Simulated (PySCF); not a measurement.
Which determinant of AlAs⁺ lies lowest?

Unrestricted PBE0; basis Al pcseg-1, As pcseg-1; no relativity; PySCF 2.14. Outer shells of the fragments: Al+ 3s2; As 3d10 4s2 4p3.

Followed along the bond (rough minima from three points):

```
2Ms+1   unpaired  ⟨S²⟩ at the start  R at minimum (Å)  Te (eV)
    4  σ ↑, π ↑↑               3.76              2.62     0.00
    2  σ ↓, π ↑↑               1.77              2.52     0.35
    2        π ↑               0.79  none in the scan   ≤ 1.32
```

Solutions found at the starting distance of 2.470 Å, counted from the lowest of them; the search is not exhaustive and high or unbound solutions are not listed, so other states can lie among these:

| 2Ms+1 | unpaired | term | E (eV) | ⟨S²⟩ | ⟨Lz²⟩ | μ (D) |
| --- | --- | --- | --- | --- | --- | --- |
| 4 | σ ↑, π ↑↑ | ⁴Σ⁻ | 0.00 | 3.76 | 0.00 | -5.14 |
| 2 | σ ↓, π ↑↑ | mixed | 0.33 | 1.77 | 0.00 | -5.36 |
| 2 | π ↑ | ²Π | 1.42 | 0.79 | 1.01 | -6.89 |
| 2 | π ↑ | ²Π | 1.98 | 0.75 | 1.00 | -1.59 |
| 4 | π ↑↑↑ | ⁴Π | 3.21 | 3.77 | 1.00 | -4.61 |
| 4 | σ ↑↑, π ↑ | ⁴Π | 3.52 | 3.79 | 1.05 | -6.17 |

A term symbol is given only where ⟨S²⟩ and ⟨Lz²⟩ are close to those of a pure state; real π, δ and φ orbitals otherwise mix terms. A positive dipole points towards As; it is taken about the centre of mass and depends on that origin.

Spin–orbit coupling is left out. Counting both spins, an empty level lies below a filled one in some of these solutions, because spin and occupation are held.
